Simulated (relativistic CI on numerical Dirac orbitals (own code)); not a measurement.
**One change at a time: Eu XXXI**

Base calculation: Dirac-Coulomb-Breit CI, orbitals from a KLI potential per configuration, model QED (radiative potential, 1s self-energy scaled to tabulated hydrogen-like ionisation energies), unscaled Slater integrals.

Configuration list (outside the closed core [Ar] 3d10): 4s2 4p3, 4s 4p4, 4s2 4p2 4d, 4p5, 4s 4p3 4d, 4s2 4p2 4f, 4s 4p3 4f, 4p4 4d, 4s 4p2 4d2, 4s2 4p 4d 4f, 4p4 4f, 4s2 4p 4d2, 4s2 4d3, 4s 4p 4d3, 4s2 4d2 4f, 4s 4p 4d2 4f, 4p3 4d2, 4p2 4d3, 4p2 4d2 4f. Double excitations out of closed p, d and f shells are left out; levels of such configurations are missing from the list, as are those of other unlisted configurations, and high levels can miss mixing partners.

The lowest level and the first level of each name with at least 55 % of one term (blank where a level has no safe partner in the second run):

| Level | Base (cm⁻¹) | Shift (cm⁻¹) |
| --- | --- | --- |
| 4s2 4p3 2P°_3/2 | 0 | 0 |
| 4s2 4p3 2D°_5/2 | 314646 | +469 |
| 4s2 4p3 2P°_1/2 | 360364 | -3893 |
| 4s 4p4 4P_5/2 | 837904 | +11546 |
| 4s2 4p2 4d 4D_1/2 | 1195278 | +8491 |
| 4s2 4p2 4d 2P_1/2 | 1457253 | -10659 |

At this charge energies of transitions that change n are usually good to better than 1 %, and those within a shell (Δn = 0) to a few per cent.

(1) One thing was changed in a second run, which moved the levels as shown. Which?
A. configuration mixing switched off
B. QED terms removed
C. one mean potential for all configurations
D. Breit term removed
E. valence Slater integrals scaled by 0.9

Results:

(1) E. Valence Slater integrals scaled by 0.9. Scaling acts on the splittings between terms and on the mixing, and leaves the fine structure of pure LS terms nearly alone; in jj coupling it moves the levels of one term differently.

LS names give the leading component of a level, which can be under half, so a name can repeat, a term be missing and a line seem to break the LS rules.
